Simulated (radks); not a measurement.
Results of a calculation; reference values are marked as such.
Problem. Species: O+. Configuration: [He] 2s2 2p3. Level of theory: scalar-relativistic Kohn-Sham, r2SCAN, spin-unpolarised, spherical densities, finite nucleus; meta-GGA in the generalised Kohn-Sham scheme; Fermi nuclear charge, rms radius 2.6991 fm (a radial shooting solver on a logarithmic mesh with Libxc functionals). Some entries of the table are withheld. Estimate them.

| orbital | occ. | eigenvalue (hartree) | <r^2> (bohr^2) |
|---|---|---|---|
| 1s | 2 | (1) | (2) |
| 2s | 2 | -1.50896 | (3) |
| 2p | 3 | (4) | (5) |

Solution. 
(1) 1s eigenvalue (hartree): -19.82157
(2) 1s <r^2> (bohr^2): 0.05356
(3) 2s <r^2> (bohr^2): 1.407
(4) 2p eigenvalue (hartree): -0.90653
(5) 2p <r^2> (bohr^2): 1.564
